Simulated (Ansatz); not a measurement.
A structure relaxed at r2SCAN-D4/def2-TZVP in Ansatz, charge 0, singlet:

Cartesian coordinates in Å:
```
Ca 0.0607 -0.0166 -0.0135
Cl 0.4579 2.3284 -0.6467
Cl -0.5186 -2.3118 0.6602
```

Give its formula.

CaCl2.

Summarise the bond lengths by kind (pairs closer than 1.2 times the sum of covalent radii, bridged metal pairs left out).

2 × Ca–Cl 2.46 Å.

The structure comes from a short search, and lower isomers may exist.
